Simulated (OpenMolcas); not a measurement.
Ce3+: moving the ligands

Ce3+ with 6 ligands (fluoride) in trigonal prismatic coordination (D3h) at 2.32 Å, a polar angle of 47.1° against the regular 49.1°. A charge of +0.5 e stands 2.8 Å behind each ligand. Ligand basis ANO-RCC-VDZP.

| Quantity | Value |
| --- | --- |
| Program | OpenMolcas 26.06 |
| Method | SS-CASPT2, IPEA 0.25 Eh, imaginary shift 0.1 Eh (closed shells correlated: 5s 5p and the ligand valence shells) |
| Basis | ANO-RCC-VDZP [7s6p4d2f1g] |
| Scalar Hamiltonian | DKH2, point nucleus |
| Active space | 1 electron in 7 orbitals (4f) |
| State averaging | 2S+1 = 2 odd, 7 roots |
| Spin-orbit coupling | state interaction with AMFI integrals over the reference wave functions |

Runs around this geometry, states (labels of D3, the rotations of D3h). Energies in cm-1 above the lowest state or level, χT in cm3 K/mol.

```tsv
R (Å)	Ground state	First state of that spin	First gap with spin-orbit (degeneracies)	Width of lowest J	χT at 300 K
2.24	2A1	2A2 190	1340 (2, 2)	1523	0.603
2.32	2A1	2A2 96	1170 (2, 2)	1302	0.622
2.43	2A1	2A2 29	980 (2, 2)	1067	0.645
```

Taking the width of the lowest J multiplet as R^-n, n = -ln(1067 / 1523) / ln(2.43 / 2.24) = 4.4 between the shortest and longest distance.

Roots that are degenerate in the reference are averaged as groups; the widest CASPT2 spread within a group is 84 cm-1 (the 2-fold group of multiplicity 2 near 1790 cm-1 above the lowest state of its run, R = 2.24). Shifts and gaps below about the spread of the groups concerned are not significant. Over all roots computed the reference weight is 0.71 in R = 2.24, 0.71 in R = 2.32, 0.71 in R = 2.43; a low but even weight reflects the number of correlated electrons. Splittings of an f shell from a small cluster at a set distance can be off by tens of per cent, mostly too small. No measured value stands beside these numbers; the geometry was imposed, not optimised, and the real ion may take another.
